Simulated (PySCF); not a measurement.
Structure with atom numbers: `[N:1]#[C:2][c:3]1[cH:4][cH:5][c:6]([Cl:7])[cH:8][cH:9]1`; H(Xn) means a hydrogen on atom n.

GIAO PBE0/pcSseg-1 shifts (PySCF, gas phase, non-relativistic, equivalent atoms averaged), each against references optimised in the same way as the molecule (NH3, TMS, HCl).

On the GFN2-xTB geometry: N1 318.8, C6 151.1, C4/C9 140.9, C5/C8 135.6, C2 123.7, C3 115.5, Cl7 261, H(C4)/H(C9) 7.91, H(C5)/H(C8) 7.71 ppm.

Q: What changes on the PBE0-D3(BJ)/def2-SVP geometry?

A: 
| atoms | δ (ppm) | change |
| --- | --- | --- |
| N1 | 322.7 | +3.9 |
| C6 | 150.3 | -0.8 |
| C4/C9 | 140.2 | -0.7 |
| C5/C8 | 135.2 | -0.4 |
| C2 | 123.4 | -0.3 |
| C3 | 115.7 | +0.2 |
| Cl7 | 258 | -3 |
| H(C4)/H(C9) | 7.67 | -0.24 |
| H(C5)/H(C8) | 7.51 | -0.20 |

Bonds between heavy atoms that differ most (equivalent bonds averaged): C2–C3 1.414 → 1.431 Å, N1–C2 1.146 → 1.159 Å, C4–C5 1.380 → 1.389 Å, C3–C4 1.396 → 1.403 Å, C5–C6 1.389 → 1.396 Å. Mean change of bonds to hydrogen: C–H +0.012 Å.
